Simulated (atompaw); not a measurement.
**Pseudopotential generation for nitrogen: PAW (atompaw), PBE, scalar-relativistic.**

| Property | Result |
| --- | --- |
| Element | nitrogen |
| Generator | atompaw 4.2.0.5 |
| Type | PAW |
| Functional | PBE |
| Relativity | scalar-relativistic |
| Frozen core | none |
| Valence charge | 7 |
| Reference configuration | 1s2 2s2 2p1 (charge +2) |
| Partial waves | 1s (bound): rc 0.40 bohr; 2s (bound): rc 1.40 bohr; 2p (bound): rc 1.40 bohr; 2p channel at -2.35 Ry: rc 1.40 bohr |
| Local potential | vpsmatchnc scheme with l = 2 at 0.5 Ry, radius 0.95 bohr |
| Core correction | none |
| Augmentation charge | gaussian compensation charge, radius 1.35 bohr; PAW radius 1.40 bohr; waves and projectors: custom polynom vanderbiltortho |

All-electron outer shells of the reference configuration (PBE, scalar-relativistic, ld1.x):

| shell | level (eV) | outermost node (bohr) | outermost maximum (bohr) |
| --- | --- | --- | --- |
| 1s | -423.87 | – | 0.15 |
| 2s | -49.16 | 0.32 | 0.96 |
| 2p | -37.51 | – | 0.86 |

Question: Does the generator finish with these settings?

Answer: Yes, a potential is produced.

Question: Estimate the cutoffs (Ry, on a coarse ladder) from which the occupation-weighted sum of valence levels, in a spherical-Bessel basis at the reference potential, stays within 10 and 1 mRy of its value at 400 Ry.

Answer: over 300 Ry and over 300 Ry.

Question: What does a ghost test show?

Answer: No extra level below or beside the all-electron valence levels (s, p, d, f tested).

Question: Is the overlap operator S = 1 + Σ q|β⟩⟨β| positive definite (Bessel basis up to 400 Ry)?

Answer: Yes: its lowest eigenvalue is 0.48 (s channel).

Question: Which valence shell sets the plane-wave cutoff?

Answer: 1s: its level needs over 300 Ry to come within 1 mRy, against 35 Ry for 2p.
